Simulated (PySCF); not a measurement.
C7H18Si.
SMILES with atom numbers: `[CH3:1][CH:2]([CH3:3])[C@H:4]([CH3:5])[CH2:6][CH2:7][SiH3:8]` (hydrogens: H9, H10, H11 on C1; H12 on C2; H13, H14, H15 on C3; H16 on C4; H17, H18, H19 on C5; H20, H21 on C6; H22, H23 on C7; H24, H25, H26 on Si8)

Torsions of this conformer, `[CH3:1][CH:2]([CH3:3])[C@H:4]([CH3:5])[CH2:6][CH2:7][SiH3:8]`: C1–C2–C4–C5 -67°, C2–C4–C6–C7 -166°, C4–C6–C7–Si8 177°.

The closed-shell ground state was solved at several levels (PySCF, density fitting, gas phase, non-relativistic). The structure is a single PBE0-D3(BJ)/def2-SVP conformer in the gas phase; no vibrational or solvent corrections.

| level | basis functions | total energy (Eh) | HOMO (eV) | LUMO (eV) | gap (eV) | dipole (D) |
| --- | --- | --- | --- | --- | --- | --- |
| HF/pcSseg-1 | 233 | -564.4214 | -11.28 | 3.94 | 15.22 | 0.85 |
| B3LYP/def2-SVPD | 308 | -566.8333 | -8.02 | 0.20 | 8.22 | 0.89 |

(1) What might PBE0/pcSseg-1 (233 basis functions) give for the same quantities?

(2) Over all these levels, which gives the widest orbital gap and which the narrowest?

(3) How far do the dipole and the HOMO energy spread over the levels?

Results:

(1) Total energy -566.5607 Eh, HOMO -8.24 eV, LUMO 0.93 eV, gap 9.17 eV, dipole 0.90 D.

(2) HF/pcSseg-1 (Hartree–Fock, all exact exchange) has the widest, 15.22 eV, and B3LYP/def2-SVPD (global hybrid, 20 % exact exchange) the narrowest, 8.22 eV. Functional and basis both differ between the two, so the spread mixes both effects. The HOMO need not be the same orbital at Hartree–Fock and at DFT levels.

(3) The dipole runs from 0.85 to 0.90 D (mean 0.88 D) and the HOMO from -11.28 to -8.02 eV.
